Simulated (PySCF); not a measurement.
C2H4BFO2, SMILES C(B(OC)F)=O.

Geometry: ωB97X-D3(BJ)/def2-SVP. This is a generated structure with no PubChem entry under its InChIKey; it may be hypothetical. One conformer was computed; it need not be the lowest.

Level of theory: TDDFT-PBE/def2-SVPD in PySCF.

Vertical excitations. Gas-phase values at a fixed geometry. State labels are in the subgroup Cs.

| state | symmetry | energy (eV) | λ (nm) | f | main pairs |
|---|---|---|---|---|---|
| S1 | A" | 2.64 | 470 | 0.000 | HOMO→LUMO 100 % |
| S2 | A' | 4.96 | 250 | 0.050 | HOMO−1→LUMO 98 % |
| S3 | A" | 5.09 | 244 | 0.000 | HOMO−2→LUMO 100 % |
| S4 | A' | 5.64 | 220 | 0.007 | HOMO→LUMO+1 100 % |
| S5 | A' | 6.33 | 196 | 0.015 | HOMO→LUMO+2 100 % |
| S6 | A" | 6.43 | 193 | 0.001 | HOMO−3→LUMO 65 %, HOMO→LUMO+3 34 % |
| S7 | A" | 6.54 | 190 | 0.003 | HOMO→LUMO+3 65 %, HOMO−3→LUMO 33 % |
| S8 | A' | 6.85 | 181 | 0.035 | HOMO→LUMO+4 99 % |
| S9 | A" | 7.28 | 170 | 0.000 | HOMO−5→LUMO 95 % |
| S10 | A' | 7.37 | 168 | 0.008 | HOMO→LUMO+5 99 % |
| T1 | A" | 1.97 | 629 | 0 | HOMO→LUMO 100 % |
| T2 | A' | 4.40 | 282 | 0 | HOMO−1→LUMO 99 % |
| T3 | A" | 4.92 | 252 | 0 | HOMO−2→LUMO 100 % |
| T4 | A' | 5.56 | 223 | 0 | HOMO→LUMO+1 99 % |
Triplets are in the Tamm–Dancoff approximation, which puts them higher than full response would, so one can lie above its singlet here.
